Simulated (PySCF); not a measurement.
Calculation: PBE-D3(BJ)/def2-TZVP // B3LYP-D3(BJ)/def2-TZVP (PySCF). Isolated molecules, 0 K electronic values unless said otherwise. 

Reference species (SMILES): `[Cl][Sn]([Cl])([Cl])[Cl]` (neutral, multiplicity 1).

```json
{
 "dipole_moment": "0.00 D"
}
```

Changed species: `[SnH4]` (whole molecule; the reference has whole molecule).

Problem. Predict the effect on the dipole moment.

Solution. the dipole moment hardly moves.
